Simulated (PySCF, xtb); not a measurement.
ClH6NSSi2, SMILES [SiH2](Cl)S[SiH2]N.

GFN2-xTB run with xtb 6.7.1 at its own geometry gives an orbital gap of 4.53 eV and a dipole moment of 2.29 D.

Coordinates come from a B3LYP-D3(BJ)/def2-SVP optimisation. The structure was generated by enumeration, and PubChem lists no compound with its InChIKey, so it may never have been made. One conformer was computed; it need not be the lowest.

Problem. What does B3LYP/def2-TZVP (PySCF) give? (Estimate from the structure and the level; the computed values follow.)

Solution. gap 6.89 eV (levels -7.23 and -0.34 eV), dipole 2.37 D.
